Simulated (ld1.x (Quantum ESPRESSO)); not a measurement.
# Before and after: PAW potential for N (Z = 7)

| Item | Value |
| --- | --- |
| Element | nitrogen |
| Generator | ld1.x (Quantum ESPRESSO) 7.5 |
| Type | PAW |
| Functional | Wu–Cohen |
| Relativity | scalar-relativistic |
| Frozen core | [He] |
| Valence charge | 5 |
| Reference configuration | 2s2 2p3 |
| Partial waves | 2s (bound): rcut 0.90, rcutus 1.10 bohr; 2s channel at 1.8 Ry: rcut 0.90, rcutus 1.10 bohr; 2p (bound): rcut 0.95, rcutus 1.35 bohr; 2p channel at 1.65 Ry: rcut 0.95, rcutus 1.35 bohr; 3d channel at 0.05 Ry: rcut 1.15, rcutus 1.30 bohr |
| Local potential | all-electron potential smoothed inside 0.90 bohr (lloc = -2) |
| Core correction | Bessel-smoothed model core inside 1.15 bohr |
| Augmentation charge | PSQ, inside the norm-conserving radii |

Change: all radii but the core radius scaled by about 1.09 (s 1.20, p 1.48, d 1.42 bohr, rcut 0.98/1.04/1.26); local potential all-electron potential smoothed inside 0.98 bohr (lloc = -2).

Cutoffs: the cutoffs (Ry, on a coarse ladder) from which the occupation-weighted sum of valence levels, in a spherical-Bessel basis at the reference potential, stays within 10 and 1 mRy of its value at 400 Ry; they do not see the model core or the augmentation charge, which bear on the density cutoff. Errors are all-electron minus pseudo energies relative to the spin-unpolarised reference configuration.

Question: Predict the effect on cutoff, ghosts and configuration errors.

Answer: The potential gets softer (35 Ry and 45 Ry → 30 Ry and 40 Ry); of the 7 tests that both files solve, the error grows in 1 and shrinks in 0 by more than 15 % and 0.3 meV (median size 1.3 → 1.3 meV); neither file shows a bound ghost. A larger radius leaves more room for a smooth pseudo-wave, so fewer plane waves are needed.

```tsv
quantity	base	changed
cutoff, loose	35 Ry	30 Ry
cutoff, tight	45 Ry	40 Ry
loose cutoff by channel (10 mRy a level)	s 10 Ry, p 30 Ry	s 12 Ry, p 25 Ry
bound ghosts	none	none
error for 2s2 2p2, meV [ΔE 13.56 eV]	-0.6	-0.7
error for 2s2 2p1, meV [ΔE 42.38 eV]	-2.4	-3.1
error for 2s2 2p0, meV [ΔE 89.37 eV]	-9.4	-9.9
error for 2s1 2p3, meV [ΔE 25.27 eV]	-1.3	-1.3
error for 2s0 2p5, meV [ΔE 22.88 eV]	-2.0	-2.0
error for 2s2 2p3.3, meV [ΔE -1.61 eV]	+0.1	+0.1
error for 2s2 2p2.5, meV [ΔE 5.08 eV]	-0.2	-0.2
lowest overlap eigenvalue by channel	s 0.55, p 0.96, d 0.65	s 0.56, p 1.00, d 0.74
```
